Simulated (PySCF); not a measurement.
H₃NOPb, SMILES [NH2][Pb][OH] (connectivity only; charge and spin as stated), neutral, multiplicity 1. Heavy atoms are numbered as in [Pb:1]([OH:2])[NH2:4]. Hydrogens are named by the atom that carries them.

Geometry: B3LYP-D3(BJ)/def2-TZVP. The def2 effective core potentials stand for the cores of Pb; spin–orbit coupling is left out. The values are those of a single conformer.

Computed with ωB97X/def2-TZVPD (PySCF).

Mulliken values depend strongly on the basis, most of all with diffuse functions as here. ESP charges are fitted to the potential on shells at 1.4 to 2.0 van der Waals radii. Atomic charges (e), one atom of each kind:

```json
[
 {"atom": "Pb1", "ESP fit": "0.62", "Mulliken": "0.78"},
 {"atom": "O2 (OH)", "ESP fit": "[?]", "Mulliken": "-0.74"},
 {"atom": "H on O2", "ESP fit": "[?]", "Mulliken": "0.26"},
 {"atom": "N4 (NH2)", "ESP fit": "-0.92", "Mulliken": "-0.56"},
 {"atom": "H on N4", "ESP fit": "[?]", "Mulliken": "0.13"}
]
```

**Question.** What belongs in the gaps? (An estimate is asked for; the answer gives what the named calculation found.)

**Answer.** 
- O2 (OH), ESP fit: -0.72
- H on O2, ESP fit: 0.38
- H on N4, ESP fit: 0.32
